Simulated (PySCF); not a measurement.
Ga(H)2(Et) (C2H7Ga), SMILES [GaH2][CH2]C. Atoms are numbered in the order given.

```xyz
10

Ga    -0.0634     0.8249     0.0000
H      0.9225     2.0696     0.0000
H     -1.6322     1.0773     0.0000
C      0.6682    -1.0235     0.0000
C     -0.3548    -2.1640     0.0000
H      1.3493    -1.0907    -0.8790
H      1.3493    -1.0907     0.8790
H     -1.0172    -2.1242     0.8895
H     -1.0172    -2.1242    -0.8895
H      0.1299    -3.1640     0.0000
```
Charge 0, spin multiplicity 1.

Geometry: PBE-D3(BJ)/def2-SVP. The structure was generated by enumeration; whether it is a known compound was not checked.

These are PBE-D3(BJ)/def2-SVP in PySCF values and carry that method's errors.

Frequencies are harmonic and unscaled.

Computed vibrational spectrum:
```tsv
mode	ν (cm⁻¹)	IR (km/mol)	moving atoms (share of kinetic energy)
1	73	0.0	H 97 %
2	192	1.1	C 49 %, H 41 %, Ga 10 %
3	200	0.7	H 88 %, C 12 %
4	430	35.9	H 67 %, C 20 %, Ga 13 %
5	456	19.4	H 94 %
6	543	40.3	C 52 %, H 35 %, Ga 13 %
7	651	86.9	H 82 %, C 14 %
8	728	161.7	H 98 %
9	905	3.6	H 91 %, C 9 %
10	937	5.3	H 83 %, C 16 %
11	1030	11.1	C 73 %, H 27 %
12	1167	0.9	H 63 %, C 37 %
13	1196	2.0	H 77 %, C 23 %
14	1346	6.4	H 84 %, C 16 %
15	1372	3.0	H 88 %, C 12 %
16	1420	2.5	H 97 %
17	1428	5.6	H 97 %
18	1873	145.0	H 99 %
19	1883	265.2	H 98 %
20	2953	33.7	H 95 %
21	2958	24.3	H 96 %
22	2995	6.9	H 91 %, C 9 %
23	3033	22.2	H 91 %, C 9 %
24	3049	23.5	H 91 %, C 9 %
```
